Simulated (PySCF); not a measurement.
CF3C(O)NH2, C₂H₂F₃NO.
Cartesian coordinates in Å at the PBE0-D3(BJ)/def2-TZVP level; atoms count from 1:
```
atom  x, y, z in Å
N1     1.1762   -0.7304   -0.0402
C2     0.5157    0.4349    0.0660
O3     1.0076    1.5206    0.2308
C4    -1.0249    0.2990   -0.0078
F5    -1.5264    1.1748   -0.8640
F6    -1.5584    0.5240    1.1900
F7    -1.4092   -0.9293   -0.3990
H8     2.1804   -0.7152    0.0087
H9     0.6986   -1.5957   -0.2146
```

The calculation used PBE0-D3(BJ)/def2-TZVP geometry optimisation, gas phase (PySCF).

Masses are those of the commonest isotopes; rigid-rotor values at the optimised geometry. The values belong to one conformer with, in the numbering `[NH2:1][C:2](=[O:3])[C:4]([F:5])([F:6])[F:7]`, H–N1–C2–O3 -1° and -177°.

(1) What are A, B and C (MHz)?

(2) What kind of rotor is it?

(3) Is it planar, by Δ = Ic − Ia − Ib?

(4) Which lines would a microwave search look for?

Results:

(1) Ia = 132.53, Ib = 201.46, Ic = 245.76 u·Å²; 505379 MHz·u·Å²/I gives A = 3813, B = 2509, C = 2056 MHz.

(2) An asymmetric top; Ray's κ = -0.485.

(3) Not planar: Δ = Ic − Ia − Ib = -88.23 u·Å². For a rigid frame Δ = −2 Σ m c², so Σ m c² = 44.11 u·Å² lies off the ab plane: 0.00 from hydrogen and 44.11 from heavier atoms. The atom farthest from that plane is 1.18 Å away.

(4) The dipole components are |μa| = 1.33 D, |μb| = 3.75 D, |μc| = 0.10 D. The squared components, which scale the intensities, stand as 0.13 : 1.00 : 0.00 (a : b : c). Some lines, for components of 0.1 D or more:

```
type  branch         J(Ka,Kc)    MHz  lower level (cm⁻¹)
   a       Q  1(1,0) ← 1(1,1)    452               0.196
   c       Q  1(1,1) ← 1(0,1)   1305               0.152
   a       Q  2(1,1) ← 2(1,2)   1357               0.485
   b       Q  2(1,1) ← 2(0,2)   2308               0.454
   c       Q  2(2,1) ← 2(1,1)   3914               0.530
   a       R  1(0,1) ← 0(0,0)   4565               0.000
   b       Q  2(2,1) ← 2(1,2)   5271               0.485
   a       R  2(1,2) ← 1(1,1)   8678               0.196
   b       R  2(1,2) ← 1(0,1)   9982               0.152
   c       R  2(1,1) ← 1(0,1)  11339               0.152
   b       R  2(2,1) ← 1(1,0)  13496               0.211
   c       R  2(2,1) ← 1(1,1)  13948               0.196
```

Stationary, but not proved a minimum. No vibrational averaging or centrifugal distortion is included, and the geometry carries the error of its method. Quadrupole hyperfine structure (14N) is left out.

Time: 7.4 min; peak memory 0.93 GiB. Hardware: Arm Neoverse N1, one thread, no GPU (shared host). This is the geometry optimisation.
